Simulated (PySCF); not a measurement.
Cl2Hf, SMILES [Cl][Hf][Cl], multiplicity 1.

Geometry: B3LYP-D3(BJ)/def2-TZVP. The multiplicity is an assumed one; other spin states were not compared. The def2 effective core potentials stand for the cores of Hf; spin–orbit coupling is left out.

The numbers are results of B3LYP-D3(BJ)/def2-TZVP (PySCF), not measurements.

Frequencies are harmonic and unscaled.

A small imaginary wavenumber (i) marks a very flat motion, where grid noise or a shallow saddle decides the sign.

Modes within 1.5 cm⁻¹ of each other (mostly degenerate sets) share a row, with their intensities summed.

```
mode  ν (cm⁻¹)  IR (km/mol)  Raman (Å⁴/amu)  depolarisation  moving atoms (share of kinetic energy)
----  --------  -----------  --------------  --------------  --------------------------------------
1–2        20i          2.8             0.0               –                        Cl 72 %, Hf 28 %
3          359          0.0             6.5            0.38                                Cl 100 %
4          372        126.5             0.0               –                        Cl 72 %, Hf 28 %
```
